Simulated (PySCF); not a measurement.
MoH₄, SMILES [MoH4] (connectivity only; charge and spin as stated), neutral, multiplicity 3.

Geometry optimised at B3LYP-D3(BJ)/def2-TZVPD. The multiplicity is an assumed one; other spin states were not compared. The def2 effective core potentials stand for the cores of Mo; spin–orbit coupling is left out.

These are TDA-LC-ωPBE/def2-TZVPD run with PySCF values and carry that method's errors.

Vertical excitations; the highest root listed may be one member of a degenerate set. Isolated molecule, no solvent.

| state | energy (eV) | λ (nm) | f | main pairs |
|---|---|---|---|---|
| root 1 | 2.51 | 495 | 0.000 | α HOMO−1→LUMO, α HOMO→LUMO+1 (degenerate set) |
| root 2 | 2.51 | 495 | 0.000 | α HOMO−1→LUMO+1, α HOMO→LUMO, α HOMO−1→LUMO+2 (degenerate set) |
| root 3 | 2.51 | 495 | 0.000 | α HOMO→LUMO+2, α HOMO→LUMO+1 (degenerate set) |
| root 4 | 2.68 | 462 | 0.010 | α HOMO→LUMO, α HOMO−1→LUMO+1, α HOMO→LUMO+1 (degenerate set) |
| root 5 | 2.68 | 462 | 0.010 | α HOMO→LUMO+1, α HOMO−1→LUMO, α HOMO→LUMO+2 (degenerate set) |
| root 6 | 2.68 | 462 | 0.010 | α HOMO−1→LUMO+2, α HOMO−1→LUMO+1 (degenerate set) |
| root 7 | 4.67 | 266 | 0.000 | β HOMO→LUMO+4, β HOMO−1→LUMO+3 (degenerate set) |
| root 8 | 4.67 | 266 | 0.000 | β HOMO−1→LUMO+4, β HOMO→LUMO+3, β HOMO−2→LUMO+3, β HOMO−2→LUMO+4 (degenerate set) |
| root 9 | 4.67 | 266 | 0.000 | β HOMO−2→LUMO+3, β HOMO−1→LUMO+4, β HOMO−1→LUMO+3, β HOMO−2→LUMO+4 (degenerate set) |
| root 10 | 4.71 | 264 | 0.000 | α HOMO−2→LUMO 16 %, α HOMO−4→LUMO+2 16 %, α HOMO−3→LUMO+1 16 %, β HOMO→LUMO 12 %, β HOMO−2→LUMO+2 12 %, β HOMO−1→LUMO+1 12 % |
Unrestricted roots are not spin-pure.
